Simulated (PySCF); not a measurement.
B(Cl)(OH)(OMe) (CH4BClO2), SMILES COB(O)Cl. The structure is a stationary point at PBE-D3(BJ)/def2-SVP. The values are those of a single conformer.

Computed equilibrium geometry at PBE-D3(BJ)/def2-SVP (PySCF confirms it by a frequency run) as Cartesian coordinates in Å (one conformer of several):
```xyz
9

B      0.0771     0.1889     0.0650
Cl    -0.2034    -0.3439     1.7504
O      0.6019     1.4243    -0.1954
H      0.7777     1.9201     0.6228
O     -0.2518    -0.6768    -0.9213
C     -0.0704    -0.3563    -2.2949
H      0.6504    -1.0709    -2.7435
H     -1.0408    -0.4656    -2.8212
H      0.3071     0.6765    -2.4373
```
